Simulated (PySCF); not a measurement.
Gas-phase reaction: SnS + 4 H ⇌ SnH4 + S

Method: PySCF energies plus ideal-gas RRHO corrections (1 bar). † marks an energy on the PBE0/def2-TZVP geometry and frequencies; other levels use their own. Open shells (unrestricted): H (multiplicity 2), S (multiplicity 3, electronic degeneracy 9); the rest are closed-shell singlets. Spin-orbit splitting is ignored; it lowers the true energy and changes the entropy of S. B3LYP is the form with VWN-RPA correlation. Sn: scalar-relativistic def2 core potential, no spin-orbit coupling. The harmonic model lacks anharmonicity and excited electronic states, which grow with temperature; levels with a mode under 35 cm⁻¹ are left out.

```json
[
 {"level": "B3LYP/def2-TZVP†", "ΔE electronic, kJ": "-601", "ΔH°(298 K), kJ": "-552", "ΔS°(298 K), J/K": "-303", "ΔG°(800 K), kJ": "-299"},
 {"level": "M06-2X/def2-TZVP†", "ΔE electronic, kJ": "-581", "ΔH°(298 K), kJ": "-532", "ΔS°(298 K), J/K": "-303", "ΔG°(800 K), kJ": "-279"},
 {"level": "PBE/def2-SVP", "ΔE electronic, kJ": "-536", "ΔH°(298 K), kJ": "-490", "ΔS°(298 K), J/K": "-303", "ΔG°(800 K), kJ": "-237"},
 {"level": "PBE/def2-TZVP†", "ΔE electronic, kJ": "-536", "ΔH°(298 K), kJ": "-488", "ΔS°(298 K), J/K": "-303", "ΔG°(800 K), kJ": "-235"},
 {"level": "ωB97M-V/def2-TZVP†", "ΔE electronic, kJ": "-608", "ΔH°(298 K), kJ": "-560", "ΔS°(298 K), J/K": "-303", "ΔG°(800 K), kJ": "-306"}
]
```
ΔH° is lowest at ωB97M-V/def2-TZVP† and highest at PBE/def2-TZVP†. No reference value is set beside these.
